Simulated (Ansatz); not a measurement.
Consider the substitution at a C–Ga bond: `[CH3][Ga]([NH2])[OH]` + `[F][Ti]([F])([SH])[Cl]` → `C[S][Ti]([F])([F])[Cl]` + `[NH2][GaH][OH]`.

Calculated with Ansatz (gas phase, PBE0-D4/def2-TZVP geometries, no zero-point term in ΔE). CCSD(T)/CBS is the MP2 limit (def2-TZVPP, def2-QZVPP) plus CCSD(T) − MP2 in def2-TZVPP, frozen cores. DFT in def2-TZVPP. For Ga, Ti outer-core shells are correlated without core-valence functions, which leaves a few kJ/mol of doubt a bond. Scalar relativity is left out up to krypton. Each species was taken in one conformer, which may not be the lowest.

```json
{"species": "`[CH3][Ga]([NH2])[OH]`", "CAM-B3LYP energy (Eh)": "-2096.73421"}
{"species": "`[F][Ti]([F])([SH])[Cl]`", "CAM-B3LYP energy (Eh)": "-1908.53537"}
{"species": "`C[S][Ti]([F])([F])[Cl]`", "CAM-B3LYP energy (Eh)": "-1947.83547"}
{"species": "`[NH2][GaH][OH]`", "CAM-B3LYP energy (Eh)": "-2057.41692"}
```

Question: Work out ΔE.

Answer: ΔE = (-1947.83547) + (-2057.41692) − (-2096.73421) − (-1908.53537) = 0.01719 Eh = +0.47 eV. CCSD(T)/CBS gives +0.47 eV.

Question: What do rigid-rotor, harmonic-oscillator terms from PBE0-D4/def2-TZVP frequencies (298.15 K, 1 bar) make of the CCSD(T)/CBS value? (Estimate.)

Answer: The calculation gave: ΔZPE = +0.03 eV, ΔH = +0.48 eV, ΔS = -11 J/(mol·K), ΔG = +0.51 eV. Modes under 50 cm⁻¹ make the entropy rough.

Largest T1 diagnostic among the species: 0.025, so the coupled-cluster value is less sure than usual.

At CCSD(T), def2-SVP lies −0.04 eV from the extrapolated value and def2-TZVPP +0.01 eV. Leaving LDA and LC-ωPBE aside and taking each functional with its dispersion term where it has one, the values, not all of them listed here, spread over 0.09 eV, from revPBE-D4 to PBE-QIDH.
